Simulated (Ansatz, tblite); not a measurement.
Cost and result up the ladder for (KH)3 ring (K₃H₃) (6 atoms). Charge 0, multiplicity 1. Geometry: r2SCAN-D4/def2-TZVP.

```csv
atom,x (Å),y (Å),z (Å)
K1,-0.1783,1.3246,2.1194
H2,-2.1857,0.6182,0.8669
K3,-2.0743,-0.6875,-1.2260
H4,0.1730,-1.2849,-2.0568
K5,2.2526,-0.6369,-0.8935
H6,2.0128,0.6665,1.1900
```

Ansatz on 4 threads of Intel Xeon on a shared host; xTB runs through tblite on one thread. Times are rough, summed over both states, and most runs start from the orbitals of an earlier one. CCSD(T)/def2-TZVPP serves as the yardstick here, not as an exact answer. The other state is a doublet.

The xTB rows come from tblite. Correlated methods freeze 15 core orbitals; core or outer-core shells of K are correlated, in sets that lack core-valence functions. In CCSD on the charge 1 doublet the largest single amplitude is 0.28, so its Hartree–Fock determinant may place the open shell otherwise than the density functionals do.

Run but left out: PBE-D4/def2-TZVP, r2SCAN-D4/def2-TZVP (charge +1 doublet: an occupied level 0.12 to 0.13 eV above an empty one).

Correlated methods converge slowly with the basis.

Raw xTB energies of ions are shifted by several eV.

```tsv
level	functions	wall time	vertical IE (eV)	difference from CCSD(T)/def2-TZVPP (eV)
GFN1-xTB	18	0.029 s	14.06	7.46
GFN2-xTB	15	0.03 s	10.69	4.08
PBE0-D4/def2-TZVP	117	98 s	6.24	-0.37
CCSD(T)/def2-TZVPP	141	4 min	6.61	0.00
```
